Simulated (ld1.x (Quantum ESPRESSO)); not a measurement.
titanium (Ti), ultrasoft: configuration errors across variants

| Quantity | Value |
| --- | --- |
| Element | Ti |
| Generator | ld1.x (Quantum ESPRESSO) 7.5 |
| Type | ultrasoft |
| Functional | PBE |
| Relativity | scalar-relativistic |
| Frozen core | [Ne] 3s2 |
| Valence charge | 10 |
| Reference configuration | 3p6 3d2 4s1.75 4p0.25 |
| Partial waves | 4s (bound): rcut 2.50, rcutus 2.75 bohr; 4s channel at 0.1 Ry: rcut 2.50, rcutus 2.75 bohr; 3p (bound): rcut 1.50, rcutus 1.60 bohr; 4p (bound): rcut 1.50, rcutus 1.60 bohr; 3d (bound): rcut 1.30, rcutus 1.40 bohr; 3d channel at 0.95 Ry: rcut 1.30, rcutus 1.40 bohr |
| Local potential | all-electron potential smoothed inside 2.70 bohr (lloc = -1) |
| Core correction | Bessel-smoothed model core inside 1.40 bohr |
| Augmentation charge | PSQ, inside the norm-conserving radii |

All-electron excitation energies from the reference (eV): (1) 3p6 3d2 4s2 4p0 -0.755; (2) 3p6 3d2 4s1 4p0 6.592; (3) 3p6 3d2 4s0 4p0 20.164; (4) 3p6 3d2 4s0 4p2 5.533; (5) 3p6 3d2 4s1.5 4p0 2.182; (6) 3p6 3d2.5 4s1.5 4p0 -0.402; (7) 3p6 3d1 4s2 4p1 3.918.

The overlap operator is not positive definite (basis up to 400 Ry) in “local potential all-electron potential smoothed inside 1.10 bohr (lloc = -1)”. Such files are unfit for use, however small their errors in these radial tests.

Tests that are not counted but printed errors over 1 eV. “wave 4s channel at 0.1 Ry: rcut 2.50, rcutus 2.75 bohr becomes 4s channel at 3.94 Ry: rcut 2.50, rcutus 2.75 bohr”: 3p6 3d2.5 4s1.5 4p0 (solver errors, printed error -805 eV).

A true bound ghost makes a file unfit for plane-wave use even where its test errors are small: the radial tests pick states by their node count and pass the ghost by.

Errors AE − PS in meV (a dash: test not solved or not reliable):

```csv
change,(1),(2),(3),(4),(5),(6),(7),bound ghosts
base,-0.1,-1.6,-13,-5.2,-0.3,-13,-139,none
"wave 4s channel at 0.1 Ry: rcut 2.50, rcutus 2.75 bohr becomes 4s channel at 3.94 Ry: rcut 2.50, rcutus 2.75 bohr",0.0,-1.5,-13,-5.2,-0.2,–,-132,none
core correction Bessel-smoothed model core inside 0.78 bohr,0.0,-1.6,-13,-5.2,-0.3,-13,-144,none
"waves 3d (bound): rcut 1.02, rcutus 1.08 bohr; 3d channel at 0.95 Ry: rcut 1.02, rcutus 1.08 bohr",0.0,-1.4,-12,-5.1,-0.2,-11,-116,none
local potential all-electron potential smoothed inside 1.10 bohr (lloc = -1),0.0,-1.6,-13,-5.2,-0.3,-13,-143,"s (p not tested, overlap not positive)"
"waves 4s (bound): rcut 2.50, rcutus 3.42 bohr; 4s channel at 0.1 Ry: rcut 2.50, rcutus 3.42 bohr",-0.1,-3.0,-21,-8.6,-0.4,-14,-107,none
```

(1) Give the same row for: waves 3p (bound): rcut 1.04, rcutus 1.10 bohr; 4p (bound): rcut 1.04, rcutus 1.10 bohr.

Answers

(1) -0.1, -1.3, -12, -6.7, -0.2, -9.3, -86; bound ghosts: none.
